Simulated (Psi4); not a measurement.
Cl$_{2}$MoO$_{2}$, singlet, geometry from GFN2-xTB (such geometries of metal compounds can be far from the true shape) (core potentials on Mo). Base run: Psi4 1.11 with PBE/def2-SVP.

Here is a job for Psi4.
```
memory 2 GB

molecule {
0 1
Mo    0.29866785   -0.05520649    0.09862569
O     1.45228214   -0.58789568   -0.93024970
O     0.74112633    0.18246072    1.65455405
Cl   -0.45963881    1.80184493   -0.66346917
Cl   -1.31043868   -1.47465950    0.07895660
}

set {
  basis def2-svp
}

energy('pbe')
print_variables()
```

Variants of this job, named by their change:

| change | ΔE vs base (eV) | point group used | SCF cycles |
|---|---|---|---|
| base | 0.00 | c1 | 13 |
| molecule keys = no_reorient | 0.00 | c1 | 13 |
| jitter_ang = 0.002 | 0.00 | c1 | 13 |
| molecule keys = symmetry c1 | 0.00 | c1 | 13 |
| molecule keys = symmetry c1, no_reorient, no_com | 0.00 | c1 | 13 |
